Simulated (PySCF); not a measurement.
**Question.** Give a PBE0-D3(BJ)/def2-SVP geometry of `C#C[SiH2]/N=C/C=C/C`.

**Answer.** 
```
atom  x, y, z in Å
C1    -4.017    1.915   -0.330
C2    -3.436    0.856   -0.179
Si3   -2.562   -0.744    0.038
N4    -0.853   -0.446    0.171
C5     0.021   -0.898   -0.638
C6     1.458   -0.635   -0.509
C7     1.968    0.128    0.472
C8     3.406    0.443    0.665
H9    -4.530    2.851   -0.463
H10   -3.042   -1.376    1.299
H11   -2.898   -1.627   -1.128
H12   -0.253   -1.532   -1.511
H13    2.115   -1.088   -1.260
H14    1.247    0.549    1.185
H15    3.573    1.533    0.629
H16    4.043   -0.033   -0.093
H17    3.745    0.117    1.663
```

Orientation and origin are arbitrary. Atoms count from 1 in this order. The 4 C–C bonds span 1.217 Å (C1≡C2, drawn triple) to 1.485 Å (C7–C8, drawn single), a spread of 0.268 Å. Si3 (SiH2 silicon) is tetrahedral (angles from 108.3° to 112.3°). N4 (C=N nitrogen) is bent (angle 124.4°). Of the pairs four or more bonds apart, N4···H14 is among the closest relative to their van der Waals radii: 2.54 Å, 92 % of the sum of Bondi's values.

Bonds between heavy atoms (Å): C1≡C2 1.217, C2–Si3 1.836, Si3–N4 1.741, N4=C5 1.274, C5–C6 1.467, C6=C7 1.343, C7–C8 1.485.

Method: PySCF 2.14.0, PBE0-D3(BJ)/def2-SVP geometry optimisation, gas phase.

Point group: C1 (no symmetry element, even within 0.4 Å). PBE0-D3(BJ)/def2-SVP frequencies: not computed here. The numbers are those of one conformer (C2–Si3–N4–C5 -119°, N4–C5–C6–C7 -1°).
